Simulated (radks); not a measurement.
Valence configurations of Nb3+ (all share [Kr]). Method: scalar-relativistic Kohn-Sham, SCAN, spin-polarised, spherical densities, finite nucleus; open shells are filled with parallel spins first (spin-orbit coupling, left out, can overturn this in heavy ions); meta-GGA in the generalised Kohn-Sham scheme; Fermi nuclear charge, rms radius 4.324 fm; computed with a radial shooting solver on a logarithmic mesh with Libxc functionals. Energies are relative to 4d2; eigenvalues in eV for spin up.

valence          E (eV)  moment (Bohr magnetons)    e(4d)    e(5p)    e(5s)
4d2               0.000                        2  -31.203        -        -
5p2              25.414                        2        -  -24.543        -
4d1.5 5s0.5       2.985                        2  -32.757        -  -26.835
4d1.5 5p0.5       5.963                        2  -33.136  -21.015        -
4d1 5p1          12.129                        2  -34.960  -22.389        -
4d0.5 5p1.5      18.601                        2  -36.765  -23.410        -
4d0.5 5s1 5p0.5  12.339                        2  -35.985  -22.968  -29.426

NIST lists [Kr] 4d2 as the ground configuration; this level of theory agrees among the configurations tried. The energies are those of spherical high-spin densities, not of single terms. No valid solution was reached for [Kr] 4d1 5s1; [Kr] 5s2; [Kr] 4d0.5 5s1.5.
